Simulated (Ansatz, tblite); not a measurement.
Cost and result up the ladder for the cluster Ag2F2⁻ (4 atoms). Total charge -1; doublet. Geometry: PBE-D4/def2-TZVPD.

```xyz
4

Ag   -0.229    0.594   -1.192
Ag    0.226   -0.591    1.194
F     0.579   -1.509    3.022
F    -0.577    1.506   -3.024
```

Ansatz on 4 threads of Arm Neoverse V2 on a shared host; xTB runs through tblite on one thread. Times are rough, summed over both states, and most runs start from the orbitals of an earlier one. PBE0-D4/def2-TZVPD serves as the yardstick here, not as an exact answer. The other state is a singlet.

In the def2 sets Ag takes a core potential; there is no spin–orbit coupling. The xTB rows come from tblite. The structure comes from a short search, and lower isomers may exist.

Raw xTB energies of ions are shifted by several eV, and xTB has no spin-polarisation term.

```csv
level,functions,wall time,vertical IE (eV),difference from PBE0-D4/def2-TZVPD (eV),remarks
GFN1-xTB,26,0.007 s,8.23,3.86,–
PBE-D4/def2-TZVPD,160,3.6 s,4.30,-0.06,"restricted, untested (singlet)"
PBE0-D4/def2-TZVPD,160,5 s,4.36,0.00,–
r2SCAN-D4/def2-TZVPD (with forces),160,7.7 s,4.36,0.00,–
```
